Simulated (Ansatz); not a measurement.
A nudged elastic band was laid between two geometries of CH₁₀N₂OSi₂ (16 atoms, charge 0, multiplicity 1).

These are results of Ansatz, RKS B3LYP-D4/def2-SVP, not measurements.

```yaml
movable_images: 7
climbing_image: yes
spring: 5.0 eV/Å²
optimiser: quadratic models (default)
start_path: IDPP
force_threshold: 0.03 eV/Å
iteration_limit: 51
end_points: relaxed
```

First end point:

```xyz
16
Properties=species:S:1:pos:R:3
N -1.087 -0.473 0.803
C 0.297 -0.128 0.479
O 0.815 0.648 1.543
Si 1.485 -1.644 0.358
N 0.231 0.578 -0.775
Si -1.183 1.494 -1.275
H -1.459 -1.198 0.189
H -1.154 -0.798 1.767
H 0.272 1.453 1.602
H 0.890 -2.618 -0.604
H 1.617 -2.304 1.689
H 2.830 -1.227 -0.137
H 1.134 0.834 -1.162
H -1.680 2.489 -0.276
H -0.709 2.245 -2.475
H -2.323 0.626 -1.682
```

Last end point:

```xyz
16
Properties=species:S:1:pos:R:3
N -0.962 -0.218 1.154
C 0.375 -0.052 0.628
O 1.343 0.375 1.577
Si 1.060 -1.733 -0.034
N 0.266 0.937 -0.429
Si -1.179 1.156 -1.398
H -0.998 -0.957 1.854
H -1.274 0.646 1.605
H 1.188 1.322 1.732
H 0.160 -2.248 -1.104
H 1.157 -2.748 1.056
H 2.410 -1.476 -0.609
H 1.162 1.179 -0.843
H -2.277 1.829 -0.647
H -0.741 2.067 -2.499
H -1.713 -0.101 -1.997
```

Problem. Which bonds break or form, and what moves?

Solution. No bond is made or broken. The dihedral H7–N1–C2–Si4 goes from -51 to 54°.

Problem. What energy profile does the band end with?

Solution. It converged. The highest image is number 4 of 0 to 8, 0.065 eV above the first end and 0.068 eV above the last; the last end lies 0.003 eV below the first. A vibrational analysis at the climbing image gives one clearly imaginary mode, 152i cm⁻¹: a first-order saddle point.

```csv
image,path coordinate (Å),energy (eV),dihedral H7–N1–C2–Si4 (°)
0,0.00,0.000,-51
1,0.49,0.007,-44
2,0.97,0.027,-32
3,1.46,0.052,-15
4,1.94,0.065,5
5,2.35,0.053,22
6,2.76,0.027,37
7,3.17,0.005,48
8,3.58,-0.003,54
```

Problem. What is the geometry of the highest image?

Solution. 
```xyz
16
Properties=species:S:1:pos:R:3
N -1.090 -0.314 0.893
C 0.325 -0.090 0.572
O 1.029 0.439 1.690
Si 1.273 -1.704 0.111
N 0.319 0.858 -0.517
Si -1.187 1.331 -1.287
H -1.358 -1.297 0.904
H -1.285 0.065 1.819
H 0.952 1.405 1.615
H 0.486 -2.451 -0.915
H 1.468 -2.579 1.303
H 2.593 -1.316 -0.461
H 1.216 1.055 -0.950
H -2.089 2.162 -0.440
H -0.711 2.203 -2.409
H -1.965 0.210 -1.886
```

Problem. What are the harmonic wavenumbers there?

Solution. 152i, 107, 158, 185, 206, 219, 315, 323, 380, 429, 485, 529, 618, 654, 670, 713, 763, 818, 849, 919, 944, 957, 963, 968, 972, 991, 1056, 1128, 1228, 1342, 1381, 1621, 2189, 2215, 2218, 2224, 2227, 2236, 3510, 3592, 3593, 3734 cm⁻¹.

Time of the run: 5.3 min on 2 threads of Arm Neoverse V1, on a shared host, peak memory 0.42 GiB.
